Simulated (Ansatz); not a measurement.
C2HNO, SMILES `[C-]#[N+][C]O` (lower singlet) (charge 0, multiplicity 1). This singlet lies 1.18 eV below the relaxed triplet at the level B3LYP/cc-pVTZ // PBE0-D3(BJ)/def2-TZVP (Ansatz, an electronic-structure program).

Cartesian coordinates (Å):
SMILES: [C-]#[N+][C]O
```xyz
5

C      1.9676     0.1771    -0.1252
N      0.8312    -0.1267    -0.0305
C     -0.3736    -0.7217     0.2505
O     -1.3513    -0.0606    -0.2833
H     -1.0738     0.7320    -0.7846
```
Charge 0, multiplicity 1.

The restricted HF start is unstable towards unrestricted orbitals.

**Question.** Give the natural occupations of the active orbitals, the CASSCF energy and the corrected energy for frozen-core fic-MRCISD+Q@CASSCF(2e,2o)/cc-pVTZ // PBE0-D3(BJ)/def2-TZVP (Ansatz).

**Answer.** 
The natural occupations is 1.95, 0.05, the CASSCF energy comes out as -205.6083 Ha and the corrected energy is -206.2918 Ha. The weight of the reference is 0.869.
